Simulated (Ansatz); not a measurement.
`CNBCl` + H₂S → `SBCl` + CH₃NH₂ at 500 K and 1 bar (ligand exchange at a B–N bond).

Computed with Ansatz on PBE0-D4/def2-TZVP structures; ΔE is electronic, products minus reactants. CCSD(T)/CBS is the MP2 limit (def2-TZVPP, def2-QZVPP) plus CCSD(T) − MP2 in def2-TZVPP, frozen cores. This one scheme is used for every species. Each species was taken in one conformer, which may not be the lowest.

| species | CCSD(T)/CBS energy (Eh) | H − E (kJ/mol) | S (J/(mol·K)) |
| --- | --- | --- | --- |
| `CNBCl` | -580.41629 | 218.4 | 350.1 |
| H₂S | -398.97279 | 57.0 | 224.0 |
| `SBCl` | -883.61129 | 88.8 | 313.7 |
| CH₃NH₂ | -95.75281 | 191.8 | 270.3 |

H − E and S are ideal-gas, rigid-rotor, harmonic terms from PBE0-D4/def2-TZVP, for one conformer and one mirror image of each species. 1 Eh = 2625.50 kJ/mol, R = 8.31446 J/(mol·K).

Question: By hand: ΔE, ΔH, ΔS and ΔG.

Answer: ΔE = (-883.61129) + (-95.75281) − (-580.41629) − (-398.97279) = 0.02498 Eh = 65.6 kJ/mol. Δ(H − E) = 88.8 + 191.8 − 218.4 − 57.0 = 5.2, so ΔH = 70.8 kJ/mol. ΔS = 313.7 + 270.3 − 350.1 − 224.0 = 9.9 J/(mol·K). ΔG = 70.8 − 500 × (9.9)/1000 = 65.8 kJ/mol.

Question: By hand: the equilibrium constant, and the temperature at which ΔG would vanish if ΔH and ΔS stayed fixed.

Answer: log₁₀ K = −ΔG/(RT ln 10) = -6.9. ΔG = 0 at ΔH/ΔS = 7152 K, far beyond where these terms or the molecules hold.

The number of gas molecules stays the same, so ΔS is small and ΔH decides. A doubt of 5 kJ/mol in ΔE shifts log₁₀ K by 0.5 here. Other conformers and mirror images would add mixing entropy, several J/(mol·K) or more a flexible species. These are equilibria of isolated gas molecules and say nothing of rates. Largest T1 diagnostic: 0.013 (customary marks: 0.02 for closed shells, 0.045 for open ones).
